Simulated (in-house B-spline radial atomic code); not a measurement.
## The thallium ion Tl⁷⁺: [Xe] 4f14 5d6

Level of theory: Dirac-Kohn-Sham wB97X, spherical fractional occupations, Fermi nucleus of rms radius 5.4759 fm; calculated with a B-spline radial code for spherical atoms.

Z_r = [3n² - l(l+1)]/(2<r>); Z_e = n√(-2ε); the last column is Slater's effective charge. Values are occupation-weighted means over j. An effective charge above Z reflects the relativistic contraction of the inner shells.

```csv
shell,electrons,ε (eV),<r> (bohr),Z_r,Z_e,Slater
1s,2,-85651,0.01632,91.90,79.34,80.70
2s,2,-15355,0.06807,88.15,67.19,76.85
2p,6,-13365,0.06176,80.96,62.68,76.85
3s,2,-3758.8,0.177,76.29,49.86,69.75
3p,6,-3175.4,0.1781,70.19,45.83,69.75
3d,10,-2506.4,0.1624,64.64,40.72,59.85
4s,2,-928.94,0.3914,61.32,33.05,53.25
4p,6,-734.63,0.4157,55.33,29.39,53.25
4d,10,-489.3,0.4394,47.79,23.99,41.85
5s,2,-239.37,0.8676,43.22,20.97,23.35
4f,14,-225.68,0.4655,38.67,16.29,30.45
5p,6,-183.44,0.9741,37.47,18.36,23.35
5d,6,-110.67,1.197,28.82,14.26,11.25
```

The least bound orbital is 5d5/2 at -109.5 eV, and it is also the most diffuse (<r> = 1.208 bohr).

Spin-orbit splittings of the orbital energies (j = l + 1/2 above j = l - 1/2 when positive): 2p 2066 eV, 3p 460.3 eV, 3d 98.19 eV, 4p 112.3 eV, 4d 21.01 eV, 4f 4.658 eV, 5p 21.66 eV, 5d 2.937 eV.

For the 1s electron the small component carries 9.51 % of the norm, the zero-frequency Breit interaction raises the level by 329.7 eV, self-energy by 213 eV, and vacuum polarisation lowers it by 44.77 eV.

Caution: exact exchange at fractional occupations of open shells leaves self-interaction of up to several eV.
